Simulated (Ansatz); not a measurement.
Cost and result up the ladder for Li₁₈ (18 atoms). Total charge 0; singlet. Geometry: PBE0/def2-SVP.

```xyz
18

Li   -0.7597   -3.5806   -0.9003
Li    2.9585    2.5909    0.4647
Li   -4.3501    0.8116    1.1199
Li   -2.3404   -1.0778    0.0886
Li    0.8297    1.6999   -1.8700
Li   -1.5061    0.9641    2.4207
Li   -0.0715    3.6725    0.7844
Li    3.1032   -0.2453   -1.1586
Li    2.2680   -3.2249    0.1332
Li   -1.8996    1.5519   -0.5675
Li   -0.0507   -1.8140    1.9428
Li    1.3933    2.0365    3.3129
Li    0.7409    1.0572    0.8110
Li    2.7217   -0.4736    1.8672
Li    0.6008   -1.2173   -0.6591
Li   -4.0647    0.2773   -2.0810
Li   -1.1448   -0.6587   -2.7305
Li    1.5715   -2.3696   -2.9787
```

Ansatz on 4 threads of Intel Xeon 6975P-C on a shared host. Times are rough, and most runs start from the orbitals of an earlier one. No level here is sound enough to serve as a yardstick. Binding counts from free atoms at the same level (Li doublet; other spins of the atoms weren't run), without zero-point energy or a counterpoise term.

Correlated methods freeze no core orbitals; core or outer-core shells of Li are correlated, in sets that lack core-valence functions. The rows differ in basis, and correlated rows in double-zeta sets carry the largest basis error. Another isomer (singlet) lies 0.20 eV lower at PBE0/def2-TZVP; other spin states weren't run for this one.

Correlated methods converge slowly with the basis, most of all in double-zeta sets.

```tsv
level	functions	wall time	binding energy per atom (eV)	remarks
BLYP/def2-TZVP	252	3 s	0.95	restricted SCF unstable in HF
PBE/def2-TZVP (with forces)	252	3.2 s	1.11	restricted SCF unstable in HF
PBE0/def2-TZVP	252	4.8 s	1.07	restricted SCF unstable in HF
r2SCAN/def2-TZVP	252	5.5 s	1.08	restricted SCF unstable in HF
r2SCAN0/def2-TZVP	252	6.5 s	1.06	restricted SCF unstable in HF
CCSD(T)/def2-SVP	162	39 s	1.03	restricted SCF unstable
```
